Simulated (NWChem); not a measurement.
# MgNH3S; SMILES [SH][Mg][NH2]

```xyz
6

Mg     0.0281    -0.5587    -0.0025
N      0.0076    -2.4437     0.0012
H     -0.0172    -3.0501    -0.8136
H      0.0248    -3.0476     0.8181
S      0.0560     1.7538    -0.0005
H     -1.2934     1.8470     0.0251
```
Atoms are numbered in this order, from 1.

Structure relaxed at the PBE0/def2-SVP level.

Question: List the 4 lowest vertical singlet excitations from B3LYP/def2-SVPD, TDA (NWChem).

Answer: 
```tsv
state	energy (eV)	oscillator strength	leading excitation (squared amplitude)
S1	3.95	0.049	HOMO → LUMO (0.99)
S2	4.41	0.052	HOMO−1 → LUMO (0.99)
S3	5.04	0.000	HOMO → LUMO+1 (0.98)
S4	5.49	0.004	HOMO−2 → LUMO (0.40)
```
